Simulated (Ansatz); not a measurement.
[NbO4]3- (NbO4³⁻), relaxed as a singlet with RKS PBE-D4/def2-SVPD in Ansatz, starting from the GFN2-xTB (ALPB water) geometry. Force threshold 0.02 eV/Å.

In the def2 sets Nb takes a core potential; there is no spin–orbit coupling. A multiply charged anion in the gas phase is held together partly by the finite basis. Removing one electron lowers the energy by 5.93 eV at PBE0-D4/def2-TZVPD, so it isn't bound. The highest occupied level of the charge -3 singlet lies above zero (up to 8.63 eV). By energy differences it is unbound by 5.93 eV (vertical, against the charge -2 doublet, at PBE0-D4/def2-TZVPD) and held by the finite basis.

Start:

```xyz
5

Nb    0.001    0.000   -0.001
O     1.061    0.924    1.205
O    -1.595    0.912   -0.244
O    -0.356   -1.694    0.662
O     0.889   -0.142   -1.622
```

Q: Estimate the energy that the relaxation releases and the steps that it takes.

A: 11.8 kJ/mol, in 3 steps; 10 s on 4 threads of Intel Xeon on a shared host. No frequencies were taken in this run, so the end may be a saddle point.

Q: Does the start keep its bonding and symmetry?

A: By distances, no bond broke or formed. The bond that changes most is Nb1–O2, from 1.85 to 1.90 Å (atoms count from 1). Point group Td at the start, Td at the end, both within 0.05 Å.

Q: Predict the relaxed structure.

A: 
```xyz
5

Nb    0.0003    0.0000   -0.0006
O     1.0858    0.9457    1.2341
O    -1.6313    0.9341   -0.2513
O    -0.3629   -1.7340    0.6771
O     0.9082   -0.1458   -1.6594
```
Bond lengths: 4 × Nb–O 1.90 Å.
